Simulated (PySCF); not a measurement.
# Correlation energy of Kr+ (krypton, charge +1)

[Ar] 3d10 4s2 4p5, 2P determinant. All numbers are calculated (PySCF 2.14, the spin-free X2C one-electron Hamiltonian (Gaussian nucleus), in Sapporo-DKH3-DZP-2012 (6s5p3d1f, 43 functions)). Frozen: [Ar] 3d10; 7 electrons correlated.

MP2 pair energies summed by pair of shells (mhartree):

| pair | energy | share (%) |
| --- | --- | --- |
| 4p-4p | -68.40 | 68.4 |
| 4s-4p | -26.14 | 26.1 |
| 4s-4s | -5.43 | 5.4 |

Total MP2 correlation energy: -99.97 mhartree.

Same-spin part -25.92 and opposite-spin part -74.05 mhartree; SCS-MP2 scales them by 1/3 and 6/5 to -97.50 mhartree.

| level | correlation energy (mhartree) |
| --- | --- |
| CCSD | -113.83 |
| (T) | -1.32 |
| CCSD(T) | -115.15 |

Diagnostics: T1 = 0.0052, D1 = 0.0176, largest double amplitude 0.048.

Cost of the coupled-cluster step: 0.33 s of wall time on 1 thread of Intel(R) Xeon(R) 6975P-C (shared host), for 7 correlated electrons.

Iterations:

```
CC2 = 0
CCSD nocc = (np.int64(4), np.int64(3)), nmo = (29, 29)
frozen orbitals [[0, 1, 2, 3, 4, 5, 6, 7, 8, 9, 10, 11, 12, 13], [0, 1, 2, 3, 4, 5, 6, 7, 8, 9, 10, 11, 12, 13]]
max_cycle = 100
direct = 0
conv_tol = 1e-08
conv_tol_normt = 1e-06
diis_space = 8
diis_start_cycle = 0
Init t2, MP2 energy = -0.09997272322084
Init E_corr(UCCSD) = -0.0999727232210148
cycle = 1  E_corr(UCCSD) = -0.111081809364015  dE = -0.0111090861  norm(t1,t2) = 0.0295874
cycle = 2  E_corr(UCCSD) = -0.113023251178714  dE = -0.00194144181  norm(t1,t2) = 0.00908832
cycle = 3  E_corr(UCCSD) = -0.113843629703638  dE = -0.000820378525  norm(t1,t2) = 0.00340641
cycle = 4  E_corr(UCCSD) = -0.113828016801633  dE = 1.5612902e-05  norm(t1,t2) = 0.000302101
cycle = 5  E_corr(UCCSD) = -0.113830365413929  dE = -2.3486123e-06  norm(t1,t2) = 7.40377e-05
cycle = 6  E_corr(UCCSD) = -0.113830102736059  dE = 2.6267787e-07  norm(t1,t2) = 1.46309e-05
cycle = 7  E_corr(UCCSD) = -0.113830128627286  dE = -2.58912274e-08  norm(t1,t2) = 2.39507e-06
cycle = 8  E_corr(UCCSD) = -0.11383011727337  dE = 1.13539167e-08  norm(t1,t2) = 3.94111e-07
cycle = 9  E_corr(UCCSD) = -0.113830118198729  dE = -9.25359109e-10  norm(t1,t2) = 6.17171e-08
UCCSD converged
E(UCCSD) = -2787.74201046618  E_corr = -0.1138301181987287
UCCSD(T) correction = -0.00131857637539955
```
